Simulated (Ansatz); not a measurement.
This geometry of C3H5IOSi (11 atoms, charge 0, multiplicity 1) is a first-order saddle point.

Computed with RKS B3LYP/def2-SVP in Ansatz 0.2.0.

```xyz
11
Properties=species:S:1:pos:R:3
C 2.082 -1.316 1.751
C 1.520 -0.860 0.780
O 1.002 -0.342 -0.289
C -0.395 -0.379 -0.635
Si -1.027 1.425 -0.804
I -1.684 -1.513 0.737
H 2.563 -1.724 2.618
H -0.469 -0.946 -1.574
H -0.967 2.077 0.530
H -0.139 2.132 -1.770
H -2.420 1.389 -1.324
```

Task: Which two structures does it join? (They come from a converged band through this point; their orientation in space is the band's.)

Result: No bond is made or broken. The dihedral C2–O3–C4–I6 goes from 76 to -78°.

Image 0:

```xyz
11
Properties=species:S:1:pos:R:3
C 2.266 -1.779 1.221
C 1.491 -0.894 0.941
O 0.686 0.093 0.656
C -0.406 -0.148 -0.206
Si -1.071 1.528 -0.849
I -2.052 -1.247 0.831
H 2.949 -2.564 1.478
H -0.121 -0.851 -1.002
H -1.537 2.340 0.304
H 0.042 2.223 -1.559
H -2.182 1.241 -1.794
```

Image 6:

```xyz
11
Properties=species:S:1:pos:R:3
C 1.896 -0.466 1.749
C 1.333 -0.822 0.739
O 0.775 -1.237 -0.364
C -0.485 -0.723 -0.736
Si -0.713 1.187 -0.664
I -2.142 -1.675 0.431
H 2.391 -0.154 2.647
H -0.663 -1.112 -1.746
H -0.828 1.663 0.736
H 0.458 1.814 -1.343
H -1.958 1.468 -1.428
```

Task: How far does it lie above each of them?

Result: 0.213 eV above the first and 0.176 eV above the second. This is the barrier of this one path; another mechanism may lie lower.

The run took 5.4 min on 2 threads of Intel(R) Xeon(R) Platinum 8375C CPU @ 2.90GHz (Ice Lake), with other jobs on the host, peak memory 0.4 GiB.
